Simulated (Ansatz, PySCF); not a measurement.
(1E)-1-bromobuta-1,3-diene (C4H5Br), SMILES Br/C=C/C=C.

Geometry: B3LYP-D3(BJ)/def2-SVP. The values are those of a single conformer.

Vertical ionisation energy (IE) and electron affinity (EA) in eV. Rows of orbital energies are one-electron estimates. Where ΔSCF, EOM or ADC give a negative EA the extra electron is unbound and the value depends on the basis.

| level | IE | EA |
|---|---|---|
| −ε(HOMO), −ε(LUMO), CAM-B3LYP/def2-TZVP (PySCF) | 7.94 | 0.15 |
| −ε(HOMO), −ε(LUMO), PBE/def2-TZVP (PySCF) | (withheld) | (withheld) |
| ΔSCF, CAM-B3LYP/def2-SVPD (Ansatz), final states of multiplicity 2 and 2 | 8.76 | -0.46 |
| ΔSCF, PBE/def2-SVPD (Ansatz), final states of multiplicity 2 and 2 | 8.52 | -0.46 |

Complete the blanks. (The exact figures need the calculation; the answer reports its results.)


- −ε(HOMO), −ε(LUMO), PBE/def2-TZVP (PySCF), IE: 5.74
- −ε(HOMO), −ε(LUMO), PBE/def2-TZVP (PySCF), EA: 2.14

What vertical singlet–triplet gap does ΔSCF give with CAM-B3LYP/def2-SVPD (Ansatz, an electronic-structure program) and with PBE/def2-SVPD (Ansatz)? (An estimate is asked for; the answer gives what the named calculation found.)

3.11 and 2.99 eV (triplet above singlet where positive).
